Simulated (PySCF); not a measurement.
C₄H₇In. Atoms are numbered in the order given.

```xyz
12

In     0.0000     0.0000     0.2499
H      0.0000     0.0000     1.9941
C      0.0000    -1.8959    -0.7902
C      0.0000    -3.0659    -0.1332
H      0.0000    -1.9285    -1.8879
H      0.0000    -4.0337    -0.6537
H      0.0000    -3.1234     0.9624
C      0.0000     1.8959    -0.7902
C      0.0000     3.0659    -0.1332
H      0.0000     1.9285    -1.8879
H      0.0000     4.0337    -0.6537
H      0.0000     3.1234     0.9624
```

Geometry: B3LYP-D3(BJ)/def2-SVP. The structure was generated by enumeration; whether it is a known compound was not checked. The def2 effective core potentials stand for the cores of In; spin–orbit coupling is left out. Other conformers were not sampled.

All values below come from PySCF with CAM-B3LYP/def2-TZVP.

ESP charges are fitted to the potential on shells at 1.4 to 2.0 van der Waals radii. Atomic charges (e):

```csv
atom,Löwdin,ESP fit,Mulliken
In1,0.49,0.79,0.67
H2,-0.08,-0.25,-0.12
C3,-0.36,-0.42,-0.40
C4,-0.23,-0.30,-0.25
H5,0.13,0.16,0.13
H6,0.12,0.17,0.12
H7,0.12,0.13,0.13
C8,-0.36,-0.42,-0.40
C9,-0.23,-0.30,-0.25
H10,0.13,0.16,0.13
H11,0.12,0.17,0.12
H12,0.12,0.13,0.13
```
